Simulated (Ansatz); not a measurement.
Consider the atomization: `NPB[SiH3]` → B• + 7 H• + N• + P• + Si•.

Program: Ansatz. Geometries: PBE0-D4/def2-TZVP. ΔE: electronic, gas phase. CCSD(T)/CBS is the MP2 limit (def2-TZVPP, def2-QZVPP) plus CCSD(T) − MP2 in def2-TZVPP, frozen cores. This one scheme is used for every species, atoms too. DFT in def2-TZVPP. No spin–orbit coupling; open shells (•) take unrestricted orbitals. Spin–orbit coupling would lower the free atoms: a little for B, Si. Each species was taken in one conformer, which may not be the lowest.

| level | ΔE (eV) | difference from CCSD(T)/CBS |
| --- | --- | --- |
| PBE-D4 | 35.41 | 0.54 |
| B97M-V | 35.40 | 0.53 |
| ωB97M-V | 35.24 | 0.37 |
| BLYP | 34.62 | -0.25 |
| r2SCAN | 35.00 | 0.13 |
| r2SCANh | 34.81 | -0.06 |
| CCSD(T)/def2-SVP | 32.11 | -2.76 |
| CCSD(T)/def2-TZVPP | 33.80 | -1.07 |
| HF/CBS(def2) | 24.96 | -9.91 |
| MP2/CBS(def2) | 34.80 | -0.07 |
| CCSD(T)/CBS | 34.87 | 0 |

Largest T1 diagnostic among the species: 0.017.

From PBE to PBE0 (25 % exact exchange), in def2-TZVPP and without D4, ΔE moves by −0.44 eV: exact exchange takes away binding that semilocal exchange gives to molecules. Leaving LDA and LC-ωPBE aside and taking each functional with its dispersion term where it has one, the values, not all of them listed here, spread over 0.94 eV, from BHLYP-D4 to PBE-D4. LDA lies +4.61 eV from PBE without D4, its usual overbinding. At CCSD(T), def2-SVP lies −2.76 eV from the extrapolated value and def2-TZVPP −1.07 eV: correlation converges slowly with the basis, and small sets miss more of it in the bonded molecule than in its fragments.

For atomizations the MP2-based limit and the directly extrapolated one differ by several kJ/mol either way, and by 10 to 25 for some Ge, Se and Sn compounds, so smaller differences from it don't rank the levels.
